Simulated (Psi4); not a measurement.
A dimer, BCl3 ··· H4OSi (SMILES ClB(Cl)Cl and O[SiH3]); the first 4 atoms form monomer A.

```
10

Cl    -0.8624     1.5172     0.0003
B      0.0002     0.0000     0.0002
Cl    -0.8832    -1.5051    -0.0009
Cl     1.7454    -0.0120     0.0004
Si     0.7660    -1.0243    -3.9079
O      0.0422    -0.0181    -2.8150
H     -0.1638    -1.4050    -5.0003
H      1.1651    -2.2248    -3.1479
H      1.9620    -0.3954    -4.5219
H     -0.2917     0.8285    -3.1200
```

Question: What interaction energy does SAPT0/jun-cc-pVDZ, frozen core (Psi4 1.11) give, and which attractive term is the largest?

Answer: Total -16.19 kJ/mol: electrostatics -26.31, exchange 28.52, induction -5.66, dispersion -12.74. The most attractive term is electrostatics.
